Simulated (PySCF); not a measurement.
A calculated (UHF, PySCF 2.14, aug-cc-pwCVTZ-DK3 with one added diffuse shell each of s, p, d, f type, the spin-free X2C one-electron Hamiltonian (Gaussian nucleus)) atom or ion has these occupied shells.

| shell | electrons | orbital energy (eV) | rms radius, mean of both spins (bohr) |
| --- | --- | --- | --- |
| 1s | 2 | -29360.0 | 0.0336 |
| 2s | 2 | -4540.4 | 0.136 |
| 2p | 6 | -4073.3 | 0.121 |
| 3s | 2 | -930.29 | 0.361 |
| 3p | 6 | -773.42 | 0.362 |
| 3d | 10 | -531.50 | 0.341 |
| 4s | 2 | -177.51 | 0.874 |
| 4p | 6 | -127.58 | 0.950 |
| 4d | 10 | -52.966 | 1.18 |
| 5s | 2 | -28.778 | 2.42 |

Task: Name the element and its charge.

Result: Sn²⁺ (tin, charge +2), in [Kr] 4d10 5s2, closed-shell 1S.
